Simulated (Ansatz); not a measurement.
Abridged output of a molecular run in Ansatz:

```
Functional definition: HF
978 factors; integrals over basis functions are off by at most 1.2e-3 eV
mean field evaluation 1: about -20483.7699 eV, gradient 2.5e1 eV
mean field evaluation 2: about -20483.8194 eV, gradient 2.5e1 eV
mean field evaluation 4: about -20486.0970 eV, gradient 2.8e0 eV
mean field evaluation 8: about -20486.1346 eV, gradient 1.4e-1 eV
mean field -20486.13470446 eV, -752.8515643879 hartree, gradient 7.1e-7 eV, S^2 0.000000; 0 other end points of the search recorded, 0 dependent functions left out
12 core orbitals not correlated: weight in the atoms' cores, before any rotation towards them, 1.000 or more for the frozen orbitals, at most 0.000 for the correlated occupied ones
reference -20486.13470446 eV, -752.8515643879 hartree; 12, 12 occupied and 75, 75 virtual orbitals, 978 factors
second order -12.69617585 eV of doubles, -0.00000000 eV of singles
cycle   1  -13.93297113 eV  change    -1.2e0 eV  update   9.2e-2
cycle   2  -14.39044536 eV  change   -4.6e-1 eV  update   2.9e-2
cycle   3  -14.45849018 eV  change   -6.8e-2 eV  update   1.4e-2
cycle   4  -14.45458959 eV  change    3.9e-3 eV  update   5.0e-3
cycle   5  -14.45304116 eV  change    1.5e-3 eV  update   1.8e-3
cycle   6  -14.45287273 eV  change    1.7e-4 eV  update   5.6e-4
cycle   7  -14.45290359 eV  change   -3.1e-5 eV  update   1.8e-4
cycle   8  -14.45294851 eV  change   -4.5e-5 eV  update   5.5e-5
cycle   9  -14.45294715 eV  change    1.4e-6 eV  update   1.8e-5
perturbative correction -0.44057415 eV, -0.0161908013 hartree
Total energy: -20501.02822576 eV, -753.3988912005 hartree
```

Its atoms:

Z-matrix (Å, degrees):
```
C
B 1 1.563
H 1 1.096 2 110.0
H 1 1.096 2 109.9 3 -115.4
H 1 1.093 2 114.8 3 122.4
Si 2 2.023 1 121.4 3 57.2
S 2 1.775 1 123.6 3 -122.8
H 6 1.492 2 109.9 1 -59.0
H 6 1.488 2 113.3 1 179.9
H 6 1.492 2 109.9 1 58.7
H 7 1.349 2 99.9 1 0.1
```

Which basis set was used?
A. def2-TZVPPD
B. def2-SVPD
C. cc-pV(Q+d)Z
D. def2-SVP

D. It gives 99 functions.

Write the keys of the input that set method, charge and spin (a neutral closed shell needs none for the last two).


```yaml
correlation: {method: ccsd_t}
```
